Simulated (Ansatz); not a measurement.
The same path of F4H3HfN (9 atoms, charge 0, multiplicity 1) was run twice with different band settings. Lost on the way: H6–N7. Made: F2–H6.

The calculation used Ansatz 0.2.0, RHF/def2-SVP.

Relaxed end points:

```xyz
9
Properties=species:S:1:pos:R:3
Hf -0.790 0.779 -0.009
F -1.421 -0.319 1.451
F -1.002 0.078 -1.798
F -2.163 2.126 -0.021
F 0.757 1.888 0.324
H 0.678 -1.743 0.558
N 0.958 -0.944 0.010
H 1.817 -0.593 0.405
H 1.165 -1.272 -0.920
```

```xyz
9
Properties=species:S:1:pos:R:3
Hf -0.416 0.788 -0.331
F -1.371 -1.207 0.635
F -1.434 0.240 -1.864
F -1.244 1.623 1.187
F 0.599 2.242 -1.052
H -0.474 -1.474 0.701
N 1.064 -0.618 0.213
H 1.688 -0.461 0.989
H 1.589 -1.132 -0.478
```

Common settings: movable images 5; climbing image yes; spring 5.0 eV/Å²; optimiser quadratic models (default); start path through a guess of the saddle point; iteration limit 60; end points relaxed.

| run | force threshold |
| --- | --- |
| 1 | 0.03 eV/Å |
| 2 | 0.2 eV/Å |

What does each run give, and how far can it be trusted?

Run 1: converged after 23 iterations, highest image 2.104 eV above the first end. Neighbouring images differ by up to 1.5 eV, so the band resolves the path poorly. A vibrational analysis at the climbing image gives one clearly imaginary mode, 279i cm⁻¹: a first-order saddle point.
Run 2: converged after 20 iterations, highest image 2.100 eV above the first end. The threshold of 0.2 eV/Å is loose, so the images may lie well off the minimum-energy path. Neighbouring images differ by up to 1.4 eV, so the band resolves the path poorly. The order of the stationary point at the top wasn't checked.
The orbitals stay closed-shell, which can raise the energy where a bond breaks towards radicals; this wasn't checked here.
